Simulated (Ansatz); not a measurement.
Li₇Sn₂. The state is a quartet with charge 0. Geometry B3LYP-D4/def2-SVP; atoms count from 1.

Cartesian coordinates in Å:
```
Li 0.493 2.337 1.774
Li 0.320 -2.843 0.854
Li -1.250 0.135 1.136
Li -2.193 0.791 -1.949
Li 0.675 0.137 -2.959
Li 0.928 -0.578 2.994
Li 1.643 -0.364 0.150
Sn 0.119 1.755 -0.843
Sn -0.734 -1.370 -1.157
```

In the def2 sets Sn takes a core potential; there is no spin–orbit coupling. At PBE0-D4/def2-TZVP a doublet of charge 0 lies 0.78 eV below the quartet, each at its own geometry. The structure comes from a short search, and lower isomers may exist.

Q: Estimate the Mulliken populations from the PBE0/def2-TZVP orbitals of Ansatz.

A: 
```tsv
atom	charge (e)	spin (α − β)
Li1	0.22	0.28
Li2	0.23	0.26
Li3	0.24	0.15
Li4	0.39	0.12
Li5	0.39	0.12
Li6	-0.04	0.87
Li7	0.24	0.15
Sn8	-0.84	0.52
Sn9	-0.84	0.53
```
Mulliken values depend strongly on the basis.

Q: Where does the spin sit?

A: Summed by element: Li 1.95, Sn 1.05, of 3 unpaired in all. Largest on single atoms: Li6 0.87, Sn9 0.53, Sn8 0.52.

Q: And the Mayer bond orders between heavy atoms (over 0.3)?

A: Li1–Sn8 0.53 (2.71 Å); Li2–Sn9 0.53 (2.71 Å); Li3–Sn9 0.35 (2.79 Å); Li4–Sn8 0.39 (2.74 Å); Li4–Sn9 0.39 (2.73 Å); Li5–Sn8 0.39 (2.72 Å); Li5–Sn9 0.39 (2.74 Å); Li7–Sn8 0.35 (2.79 Å); Sn8–Sn9 0.81 (3.25 Å).
